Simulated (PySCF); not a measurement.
WO(OH)3 (doublet state).
Bonds: W1–O2, W1–O3, W1–O5, W1–O7. Hydrogens: H4 on O3; H6 on O5; H8 on O7.

Theory: PBE0-D3(BJ)/def2-SVP geometry optimisation, gas phase, def2 core potentials past Kr in PySCF 2.14.0.

(1) Give the optimised bond lengths and angles.

Results:

(1) 
| bond | length (Å) |
| --- | --- |
| W1–O2 | 1.707 |
| W1–O3 | 1.903 |
| W1–O5, W1–O7 | 1.890 |
| O3–H4, O5–H6, O7–H8 | 0.962 |

Bonds in one row agree within 0.01 Å and their mean is given. A selection of angles:
| angle | degrees |
| --- | --- |
| O2–W1–O3 | 133.5 |
| O2–W1–O5 | 101.8 |
| O3–W1–O5 | 96.1 |
| O5–W1–O7 | 133.6 |
| W1–O3–H4 | 128.3 |
| W1–O7–H8 | 126.3 |

Torsions: H4–O3–W1–O2 0° (synperiplanar); H6–O5–W1–O2 -46° (synclinal); H8–O7–W1–O2 43° (synclinal).

W1 (tungsten bonded to 4 O) has angles from 96.1° to 133.6°. The O–W distances run from 1.707 Å (W1–O2) to 1.903 Å (W1–O3), a spread of 0.196 Å.

Point group: Cs (tolerance 0.08 Å). Whether it is a minimum is left open (no frequencies). ⟨S²⟩ = 0.752 (exact for a doublet: 0.75). Torsions: O2–W1–O3–H 0°, O2–W1–O5–H -46°, O2–W1–O7–H 43°.

Caution for open-shell metal species: one SCF solution and one stationary point were followed, and a lower state or a bent or distorted shape isn't ruled out.
